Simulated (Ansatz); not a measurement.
[CrS4]2- (CrS4²⁻). Total charge -2; singlet. Geometry PBE-D4/def2-SVPD; atoms count from 1.

```xyz
5

Cr    0.000    0.000   -0.001
S     0.141    1.961   -0.744
S     1.652   -1.120   -0.660
S    -1.773   -0.889   -0.694
S    -0.020    0.047    2.099
```

A multiply charged anion in the gas phase is held together partly by the finite basis. The restricted singlet is unstable towards broken spin symmetry in Hartree–Fock (as tested in another run); at PBE0-D4/def2-TZVPD this wasn't settled. The highest occupied level of the charge -2 singlet lies above zero (up to 2.26 eV). The electron is either unbound and held by the finite basis, or the level is raised by self-interaction error.

(1) Estimate the Mulliken populations from the PBE0/def2-TZVPD orbitals of Ansatz.

(2) And the Mayer bond orders between heavy atoms (over 0.3)?

Results:

(1) 
```
atom  charge (e)  d electrons
 Cr1       -0.21         4.61
  S2       -0.45            –
  S3       -0.45            –
  S4       -0.45            –
  S5       -0.45            –
```
Mulliken values depend strongly on the basis. With diffuse functions, as here, like atoms can get unlike values, and bond orders can come out too low or too high.

(2) Cr1–S2 1.88 (2.10 Å); Cr1–S3 1.88 (2.10 Å); Cr1–S4 1.88 (2.10 Å); Cr1–S5 1.88 (2.10 Å).
